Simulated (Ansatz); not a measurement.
Z-matrix (Å, degrees):
```
C
C 1 1.3822
F 2 1.3043 1 131.07
O 2 1.3239 3 115.06 1 180.00
C 4 1.3875 2 106.33 3 179.99
C 5 1.3550 4 109.58 2 0.01
H 5 1.0854 6 135.15 1 179.99
H 6 1.0880 5 126.47 7 0.00
B 1 1.5199 2 126.87 3 0.05
H 9 1.2056 1 120.25 2 -0.01
H 9 1.2064 10 119.67 1 -179.94
```
Charge 0, multiplicity 1.

Calculation: frozen-core CCSD(T)/cc-pVTZ // B3LYP-D3(BJ)/def2-SVP run with Ansatz (an electronic-structure program).

* **HF energy**: -352.86601 Ha
* **MP2 correlation energy**: -1.19985 Ha

Estimate the CCSD correlation energy, the (T) correction, the total energy and the T1 diagnostic.


```yaml
CCSD correlation energy: -1.21985 Ha
"(T) correction": -0.05681 Ha
CCSD(T) total energy: -354.14267 Ha
T1 diagnostic: 0.014
```
